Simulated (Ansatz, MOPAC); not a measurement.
System: C$_{3}$H$_{6}$F, net charge 0, doublet state. SMILES: FCC[CH2]

Atoms: C1, C2, C3, F4, H5, H6, H7, H8, H9, H10. Bonds: C1-C2, C1-H5, C1-H6, C2-C3, C2-H7, C2-H8, C3-F4, C3-H9, C3-H10.

Bond lengths (Å) and angles (degrees) optimised at PM7 with MOPAC; HF/6-31G* with Ansatz (a quantum-chemistry and plane-wave program); B3LYP/LANL2DZ with Ansatz, each started from the B3LYP-D3(BJ)/def2-TZVP structure (Ansatz) of the last column. A row stands for all coordinates that are equal there; 12 of 22 kinds are shown. 6-31G* holds six Cartesian d functions. No wavenumbers were computed at B3LYP/LANL2DZ, so these may be saddle points.

```tsv
coordinate	PM7	HF/6-31G*	B3LYP/LANL2DZ	B3LYP-D3(BJ)/def2-TZVP
C1-C2	1.465	1.500	1.505	1.485
C1-H5	1.065	1.074	1.087	1.081
C2-C3	1.535	1.517	1.531	1.517
C2-H7	1.117	1.091	1.105	1.102
C2-H8	1.114	1.087	1.101	1.096
C3-F4	1.360	1.373	1.462	1.399
C3-H9	1.114	1.083	1.096	1.092
C1-C2-C3	113.1	112.8	113.5	113.8
C2-C3-F4	109.1	109.6	109.2	110.0
C2-C1-H5	121.9	119.7	119.9	120.2
C2-C1-H6	120.7	120.2	120.9	120.8
C1-C2-H7	109.6	110.5	110.4	110.7
```

Mean signed difference of all 9 bond lengths from B3LYP-D3(BJ)/def2-TZVP: PM7 0.001 Å, HF/6-31G* -0.007 Å, B3LYP/LANL2DZ 0.014 Å.
